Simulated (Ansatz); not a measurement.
Consider the formal exchange of groups at the Sb–Ge bond: `C#[C][GeH2][SbH2]` + Cl₂ → `[Cl][SbH2]` + `C#[C][GeH2][Cl]`.

Gas-phase electronic energies from Ansatz, PBE0-D4/def2-TZVP geometries. CCSD(T)/CBS is the MP2 limit (def2-TZVPP, def2-QZVPP) plus CCSD(T) − MP2 in def2-TZVPP, frozen cores. This one scheme is used for every species. DFT in def2-TZVPP. Elements past krypton have def2 core potentials. For Ge, Sb outer-core shells are correlated without core-valence functions, which leaves a few kJ/mol of doubt a bond. Scalar relativity is left out up to krypton.

| level | ΔE (kJ/mol) |
| --- | --- |
| LC-ωPBE | -254.4 |
| HF/def2-TZVPP | -288.0 |

(1) What does CCSD(T)/CBS give? (An estimate is asked.)

Largest T1 diagnostic among the species: 0.013.

Answers

(1) Ansatz gave: -247.3 kJ/mol. The listed levels differ from it by -7.1, -40.7 kJ/mol.

The D4 term adds +3.1 kJ/mol with B3LYP and +1.9 kJ/mol with PBE0; it sums over pairs of atoms, weighted by their polarisabilities, and B3LYP, whose exchange is more repulsive, gets the larger term. From BLYP to BHLYP (50 % exact exchange), in def2-TZVPP and without D4, ΔE moves by −26.2 kJ/mol. In def2-TZVPP, CCSD(T) changes the Hartree–Fock value by +38.0 kJ/mol (the triples alone add +4.6 kJ/mol) and MP2 by +28.9 kJ/mol.

B3LYP here is the variant with VWN-RPA as its local correlation; programs differ in this.
